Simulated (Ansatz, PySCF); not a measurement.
Species: MgCl2, charge 0, multiplicity 1. SMILES: [Cl][Mg][Cl]
Structure (B3LYP-D3(BJ)/def2-TZVP (Ansatz, a quantum-chemistry and plane-wave program) minimum search):
```
Mg
Cl 1 2.1757
Cl 1 2.1757 2 180.00
```
Charge 0, spin multiplicity 1.

Wanted: vertical triplet-singlet gap, E(triplet) - E(singlet), in eV. Terms: no spin-orbit coupling; dispersion terms only where a functional's name holds one; 6-311+G** with 5d, 6d on Na to Ar in Ansatz; open shells spin-unrestricted; each state is the SCF solution reached for its charge and spin; 6-31G* and kin with 6d, 5d where marked; non-relativistic. Ab initio and DFT rows: single points at B3LYP-D3(BJ) geometries (Ansatz). Levels can end on unlike triplets.

```json
[
 {"level": "HF/6-311+G**", "program": "Ansatz", "vertical triplet-singlet gap, E(triplet) - E(singlet) (eV)": "5.67"},
 {"level": "B3LYP/STO-3G", "program": "Ansatz", "vertical triplet-singlet gap, E(triplet) - E(singlet) (eV)": "7.26"},
 {"level": "B3LYP/3-21G", "program": "Ansatz", "vertical triplet-singlet gap, E(triplet) - E(singlet) (eV)": "5.19"},
 {"level": "B3LYP/6-31G*", "program": "Ansatz", "vertical triplet-singlet gap, E(triplet) - E(singlet) (eV)": "5.42"},
 {"level": "B3LYP/6-311+G**", "program": "Ansatz", "vertical triplet-singlet gap, E(triplet) - E(singlet) (eV)": "5.44"},
 {"level": "M06-2X/6-31G* (5d)", "program": "PySCF", "vertical triplet-singlet gap, E(triplet) - E(singlet) (eV)": "5.75"},
 {"level": "PBE/def2-TZVPD", "program": "Ansatz", "vertical triplet-singlet gap, E(triplet) - E(singlet) (eV)": "5.08"},
 {"level": "M06-2X/def2-TZVPD", "program": "PySCF", "vertical triplet-singlet gap, E(triplet) - E(singlet) (eV)": "5.82"}
]
```

No value to compare with is used here. The 6 habitual levels span 5.19 (B3LYP/3-21G) to 7.26 eV (B3LYP/STO-3G); PBE/def2-TZVPD gives 5.08.

The levels are drawn from those run, B3LYP/6-31G* more often than the rest, none by its result; runs whose electronic state is in doubt are left out.
